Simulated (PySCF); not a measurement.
J couplings in `N[CH2][SnH3]`, CH7NSn

Geometry:
| atom | x (Å) | y (Å) | z (Å) |
| --- | --- | --- | --- |
| N1 | -1.685 | 0.355 | -0.132 |
| C2 | -0.637 | -0.622 | -0.323 |
| Sn3 | 1.382 | 0.041 | 0.221 |
| H4 | -1.517 | 1.199 | -0.674 |
| H5 | -1.758 | 0.641 | 0.842 |
| H6 | -0.614 | -0.942 | -1.376 |
| H7 | -0.862 | -1.527 | 0.264 |
| H8 | 1.770 | 1.421 | -0.734 |
| H9 | 1.350 | 0.551 | 1.865 |
| H10 | 2.619 | -1.138 | 0.027 |

Calculated values (PySCF integrals, density fitting): indirect couplings, PBE0/pcJ-1 (dyall-v2z on Sn), isolated molecule, finite nuclei, structure from PBE0-D3(BJ)/def2-SVP.

Non-relativistic values:
| coupling | atoms | J (Hz) |
| --- | --- | --- |
| 1J(119Sn,13C) | Sn3 – C2 | -304.1 |
| 1J(119Sn,1H) | Sn3 – H8/H9/H10 | -1271.2 |
| 2J(119Sn,15N) | Sn3 – N1 | -3.9 |
| 2J(119Sn,1H) | Sn3 – H6/H7 | 5.1 |
| 3J(119Sn,1H) | Sn3 – H4/H5 | -11.8 |

Q: What do two-component X2C with spin–orbit coupling give?

A: 
| coupling | atoms | with spin–orbit (Hz) |
| --- | --- | --- |
| 1J(119Sn,13C) | Sn3 – C2 | -341.1 |
| 1J(119Sn,1H) | Sn3 – H8/H9/H10 | -1571.2 |
| 2J(119Sn,15N) | Sn3 – N1 | 1.5 |
| 2J(119Sn,1H) | Sn3 – H6/H7 | -14.4 |
| 3J(119Sn,1H) | Sn3 – H4/H5 | -16.8 |

The largest listed coupling, 1J(119Sn,1H), ends at 1.24 times its non-relativistic value. Equivalent partners are averaged, as under fast rotation.
